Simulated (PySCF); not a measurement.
Molecule: SMILES COC(F)(F)C(F)F, C3H4F4O.

Bonds (- single, = double, # triple, : aromatic): C1-O2 1.419 Å, O2-C3 1.340 Å, C3-F4 1.348 Å, C3-F5 1.354 Å, C3-C6 1.530 Å, C6-F7 1.340 Å, C6-F8 1.340 Å. C1 carries H9, H10, H11; C6 carries H12.

Geometry PBE0-D3(BJ)/def2-SVP throughout; GIAO in PySCF 2.14, gas phase, one conformer, non-relativistic; equivalent atoms averaged; functional PBE0.

(1) How do the shifts δ (against TMS, H2O, CFCl3 at the same level) depend on the basis set? (ppm; last column core-seconds on shared hosts with different chips, so compare them loosely)

(2) Which nucleus moves most, in ppm?

(3) Taking the largest basis, IGLO-III (320 functions), as the yardstick, rank the others by their worst heavy-atom deviation.

Results:

(1) 
| basis set | functions | C3 | C6 | C1 | O2 | F4/F5 | F7/F8 | H12 | H9/H10/H11 | core-s |
| --- | --- | --- | --- | --- | --- | --- | --- | --- | --- | --- |
| STO-3G | 44 | 89.0 | 78.4 | 44.9 | -16.6 | -98.9 | -120.7 | 3.18 | 2.00 | 3.2 |
| pcSseg-0 | 80 | 137.4 | 127.0 | 51.4 | 70.5 | -126.4 | -166.1 | 6.46 | 3.95 | 6.5 |
| 6-31G | 80 | 120.8 | 111.2 | 46.2 | 57.3 | -126.7 | -160.3 | 5.59 | 3.81 | 6.2 |
| 6-31G* | 120 | 115.7 | 108.0 | 46.4 | 54.3 | -115.6 | -147.0 | 5.44 | 3.52 | 10 |
| cc-pVDZ | 132 | 119.3 | 109.5 | 46.0 | 74.9 | -112.5 | -143.3 | 5.16 | 3.44 | 8.5 |
| def2-SVP | 132 | 119.2 | 109.4 | 45.6 | 72.4 | -100.9 | -134.0 | 5.20 | 3.37 | 7.8 |
| pcSseg-1 | 156 | 121.4 | 112.5 | 49.0 | 81.5 | -119.1 | -153.2 | 5.41 | 3.66 | 14 |
| aug-cc-pVDZ | 220 | 117.8 | 107.4 | 45.9 | 74.8 | -109.3 | -143.4 | 5.58 | 3.66 | 18 |
| 6-311+G(2d,p) | 240 | 120.1 | 110.1 | 47.9 | 78.6 | -116.2 | -153.2 | 5.59 | 3.56 | 28 |
| def2-TZVP | 272 | 123.9 | 113.4 | 48.7 | 81.7 | -112.2 | -149.6 | 5.46 | 3.52 | 25 |
| cc-pVTZ | 296 | 122.8 | 112.7 | 48.2 | 81.8 | -112.4 | -147.7 | 5.42 | 3.53 | 28 |
| IGLO-III | 320 | 124.7 | 114.5 | 49.7 | 79.8 | -114.6 | -152.3 | 5.57 | 3.58 | 31 |

(2) O2 (ether oxygen): from -16.6 ppm with STO-3G to 81.8 ppm with cc-pVTZ. The smallest spread is 1.95 ppm, at H9/H10/H11. Proton shifts span only some 12 ppm, so a few tenths of a ppm matter as much there as several ppm in carbon.

(3) def2-TZVP 2.7 ppm (272 functions), pcSseg-1 4.5 ppm (156 functions), cc-pVTZ 4.6 ppm (296 functions), 6-311+G(2d,p) 4.6 ppm (240 functions), aug-cc-pVDZ 8.9 ppm (220 functions), cc-pVDZ 9.0 ppm (132 functions), pcSseg-0 13.8 ppm (80 functions), def2-SVP 18.3 ppm (132 functions), 6-31G 22.5 ppm (80 functions), 6-31G* 25.5 ppm (120 functions), STO-3G 96.4 ppm (44 functions).

A small basis that lands close on one nucleus may do so by chance; judge by the trend and by all nuclei.
